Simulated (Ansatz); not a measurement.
IIn, singlet, geometry from GFN2-xTB (such geometries of metal compounds can be far from the true shape) (all electrons, no relativity); R2SCAN/STO-3G (Ansatz, a quantum-chemistry and plane-wave program).

Input for Ansatz:
Ansatz 0.2 input:
```yaml
crystal:
  periodic: [false, false, false]
  atoms:
    - {symbol: In, position_ang: [-0.00000000, -0.00000000, -1.44929646]}
    - {symbol: I, position_ang: [0.00000000, 0.00000000, 1.33991559]}
basis:
  gaussian:
    orbitals: STO-3G
hamiltonian:
  xc: r2scan
accuracy: high
```

Q: Write the output that Ansatz gives for this input, abridged.

A: 
```
Functional definition: r2SCAN
821 factors; integrals over basis functions are off by at most 4.8e-9 eV
mean field evaluation 1: about -341178.0090 eV, gradient 7.8e0 eV
mean field evaluation 2: about -341176.4368 eV, gradient 1.9e1 eV
mean field evaluation 4: about -341178.6194 eV, gradient 1.3e-1 eV
mean field evaluation 8: about -341178.5786 eV, gradient 1.3e-3 eV
mean field -341178.57858818 eV, -12538.0815039691 hartree, gradient 8.3e-8 eV, S^2 0.000000; 0 other end points of the search recorded, 0 dependent functions left out
reference -341178.57858853 eV, -12538.0815039820 hartree; 51, 51 occupied and 3, 3 virtual orbitals, 821 factors
Total energy: -341178.57858853 eV, -12538.0815039820 hartree
```
